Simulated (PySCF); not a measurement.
**Telling isomers of C6H7O3P apart by NMR**

[PySCF 2.14: GFN2-xTB structure; GIAO PBE0/pcSseg-1 shieldings; non-relativistic Hamiltonian; averaged over atoms made equivalent by symmetry, fast rotation or ring inversion; isolated molecule; one computed conformer]

Shifts are taken against calculated references (same method and geometry level): ¹H (σ = 31.72 ppm), ¹³C (σ = 186.93 ppm) against TMS. Splittings of carbon signals by F and P are missing where no couplings were computed. Where no couplings were computed, multiplicities follow the n + 1 count of equivalent neighbours, and m marks all less simple cases (inequivalent or close neighbours, rings, F or P nearby). Shifts are as computed. Against solution values, carbons near 30 ppm lie about +3 ppm off and those near 130 ppm about +5 ppm. Of 1313 compounds with measured shifts, 239 miss one by over three times the rms of a fit or turn the order of signals round; such compounds aren't used in these exercises.

(1) Tabulate the signals of `COC(=O)c1cpc(C)o1`, `COC(=O)c1coc(C)p1` and their relative energies.

(2) What is the quickest way to tell COC(=O)c1cpc(C)o1 from COC(=O)c1coc(C)p1?

## Answers

(1) 
| SMILES | carbon types | δC | δH | E rel. (kcal/mol) |
| --- | --- | --- | --- | --- |
| COC(=O)c1cpc(C)o1 | 3×C 1×CH 2×CH3 | 209.8, 163.2, 157.5, 147.0, 51.0, 22.5 | 8.45 (m, 1H), 4.25 (s, 3H), 2.87 (m, 3H) | 0.0 |
| COC(=O)c1coc(C)p1 | 3×C 1×CH 2×CH3 | 208.1, 168.8, 156.6, 144.6, 50.0, 21.4 | 8.56 (m, 1H), 4.24 (s, 3H), 2.94 (m, 3H) | 0.8 |

Energies are electronic energies at PBE0/pcSseg-1 on these geometries, without zero-point or thermal terms, each for the one conformer computed, which needn't be the lowest.

(2) Both give the same number of carbon signals, with the same numbers of each carbon type, so the positions decide. The first has a substituted aromatic carbon next to the ring oxygen (C) at 157.5 ppm, the second a substituted aromatic carbon (C) at 144.6 ppm. Their most deshielded carbons lie at 209.8 and 208.1 ppm.
